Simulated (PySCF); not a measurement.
## Dipole moment and polarisability of `[SiH3]N([SiH3])BP`

Compound: BH9NPSi2.
Atom-mapped SMILES: `[SiH3:1][N:2]([SiH3:3])[BH:4][PH2:5]` (hydrogens: H6, H7, H8 on Si1; H9, H10, H11 on Si3; H12 on B4; H13, H14 on P5)

Structure used (PBE0-D3(BJ)/def2-SVP), in Å, numbered top down from 1:
```xyz
14
BH9NPSi2 angstrom
Si    -1.7573   -1.2004    0.1185
N     -0.4070   -0.1010    0.4521
Si    -0.7358    1.6359    0.5804
B      0.9074   -0.6067    0.6165
P      2.4366    0.4385    1.1385
H     -2.7435   -1.1554    1.2398
H     -2.4577   -0.7648   -1.1277
H     -1.2244   -2.5795   -0.0453
H     -2.2195    1.7957    0.6292
H     -0.1221    2.1790    1.8263
H     -0.2004    2.3729   -0.6012
H      1.1009   -1.8013    0.5358
H      3.3519   -0.1631    0.2290
H      2.2277    1.6282    0.3783
```

Level: PBE0/def2-SVPD (PySCF), static field, nuclei fixed, core orbitals frozen in the response. The polarisability tensor in these axes (au):

```
x   124.28   4.80   7.43
y     4.80 104.22   3.09
z     7.43   3.09  85.05
```

Problem. Give the principal values, the mean and the anisotropy Δα = √{½[(α1 − α2)² + (α2 − α3)² + (α1 − α3)²]}.

Solution. Principal values 83.45, 103.22 and 126.88 au; mean 104.52 au = 15.49 Å³ = 17.23 × 10⁻⁴⁰ C²·m²/J; Δα = 37.66 au (36 % of the mean).

Problem. What is the dipole moment, and where does it point?

Solution. (-1.04, 0.23, -0.77) D, 1.31 D in size, pointing from the negative to the positive side. Measured along this direction, the outermost atoms are H13 at the negative end and H7 at the positive end.

Problem. What are the principal values of the traceless quadrupole moment, Θ = ½Σq(3rr − r²1), about the centre of nuclear charge?

Solution. -4.99, 2.22, 2.77 D·Å. The values depend on the origin, since the dipole doesn't vanish. The electronic extent ⟨r²⟩ about the same centre is 1150 bohr², a root-mean-square distance of 2.24 Å for the 64 electrons.

Problem. What depolarisation ratio follows for Rayleigh scattering of linearly polarised light, taking the static tensor?

Solution. ρ = 3Δα²/(45ᾱ² + 4Δα²) = 4254.1/(491565 + 5672.1) = 0.00856.

Problem. Directions of the eigenvectors, and the extent of the frame along each?

Solution. Largest value along (0.96, 0.23, 0.19), where the nuclei span 5.94 Å; middle along (-0.24, 0.97, 0.06), 4.52 Å; least along (-0.17, -0.11, 0.98), 2.61 Å. The response follows the extents in order.

One conformer (not necessarily the lowest) at the PBE0-D3(BJ)/def2-SVP geometry, without solvent, vibrations or thermal averaging.
